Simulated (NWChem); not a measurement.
System meant: MgN₂H₇OF; SMILES [NH3]->[Mg](<-[NH3])([OH])[F]

NWChem input:

```
start job
memory heap 200 mb stack 900 mb global 1100 mb
geometry units angstroms noautoz
  Mg     0.002113     0.041788     0.476801
  F      0.977783     0.818807     1.774372
  O     -1.460543    -1.066800     0.157386
  H     -2.311495    -1.207343     0.570887
  N      1.101128    -1.413229    -0.725172
  H      0.232339    -1.959217    -0.799252
  H      1.785507    -1.970676    -0.215914
  H      1.470599    -1.260849    -1.661058
  N     -0.259015     1.809387    -0.786672
  H     -0.910096     2.425733    -0.298613
  H     -0.645768     1.654079    -1.716824
  H      0.607963     2.337518    -0.886873
end
basis spherical
  Mg library def2-svp
  F library def2-svp
  O library def2-svp
  H library def2-svp
  N library def2-svp
end
dft
  xc pbe0
  iterations 4
  mulliken
end
task dft energy
```

End of the output:

```
    Atom       Charge   Shell Charges
 -----------   ------   -------------------------------------------------------
    1 Mg  12    12.20   2.00  1.93  0.33  0.09  5.84  0.69  0.43  0.88
    2 F    9     9.31   1.98  1.01  0.77  3.21  2.34  0.00
    3 O    8     8.30   1.97  0.87  0.61  2.71  2.14  0.01
    4 H    1     0.93   0.56  0.17  0.19
    5 N    7     6.96   1.97  0.68  0.41  2.21  1.67  0.03
    6 H    1     0.88   0.56  0.19  0.13
    7 H    1     0.90   0.59  0.19  0.12
    8 H    1     0.91   0.59  0.19  0.12
    9 N    7     6.95   1.97  0.68  0.41  2.20  1.66  0.03
   10 H    1     0.89   0.58  0.18  0.12
   11 H    1     0.90   0.59  0.19  0.12
   12 H    1     0.89   0.59  0.19  0.12

 center of mass
 --------------
 x =   0.10021515 y =  -0.07712797 z =  -0.09135781

 moments of inertia (a.u.)
 ------------------
         728.167465050188           0.000000000000          -0.000000000000
           0.000000000000         567.408642950573          -0.000000000000
          -0.000000000000          -0.000000000000         819.358329908024

     Multipole analysis of the density
     ---------------------------------

     L   x y z        total         alpha         beta         nuclear
     -   - - -        -----         -----         ----         -------
     0   0 0 0     -0.000000    -25.000000    -25.000000     50.000000

     1   1 0 0     -1.402695     -0.701347     -0.701347      0.000000
     1   0 1 0      0.444733      0.222366      0.222366     -0.000000
     1   0 0 1      1.724822      0.862411      0.862411      0.000000

     2   2 0 0    -23.373277   -105.082287   -105.082287    186.791297
     2   1 1 0      9.769836     -5.302982     -5.302982     20.375800
     2   1 0 1      0.736147     -1.079000     -1.079000      2.894146
     2   0 2 0    -25.303344   -150.145663   -150.145663    274.987983
     2   0 1 1      0.977663      0.808327      0.808327     -0.638990
     2   0 0 2    -20.070157    -81.582359    -81.582359    143.094561

 ------------------------------------------------------------------------
 dft energy failed                                                                                  0
 ------------------------------------------------------------------------
 ------------------------------------------------------------------------
  current input line :
    29: task dft energy
 ------------------------------------------------------------------------
 ------------------------------------------------------------------------
 This type of error is most commonly associated with calculations not reaching convergence criteria
 ------------------------------------------------------------------------
 For more information see the NWChem manual at https://nwchemgit.github.io

0:dft energy failed:Received an Error in Communication
```

### Question
Can this run be used? If not, why, and what is the fix?

### Answer
The run did not converge; its last values are not results. Cause: the SCF was allowed too few iterations. This input runs:
```
start job
memory heap 200 mb stack 900 mb global 1100 mb
geometry units angstroms noautoz
  Mg     0.002113     0.041788     0.476801
  F      0.977783     0.818807     1.774372
  O     -1.460543    -1.066800     0.157386
  H     -2.311495    -1.207343     0.570887
  N      1.101128    -1.413229    -0.725172
  H      0.232339    -1.959217    -0.799252
  H      1.785507    -1.970676    -0.215914
  H      1.470599    -1.260849    -1.661058
  N     -0.259015     1.809387    -0.786672
  H     -0.910096     2.425733    -0.298613
  H     -0.645768     1.654079    -1.716824
  H      0.607963     2.337518    -0.886873
end
basis spherical
  Mg library def2-svp
  F library def2-svp
  O library def2-svp
  H library def2-svp
  N library def2-svp
end
dft
  xc pbe0
  iterations 150
  mulliken
end
task dft energy
```
It converges to -488.33536 Ha (PBE0/def2-SVP).
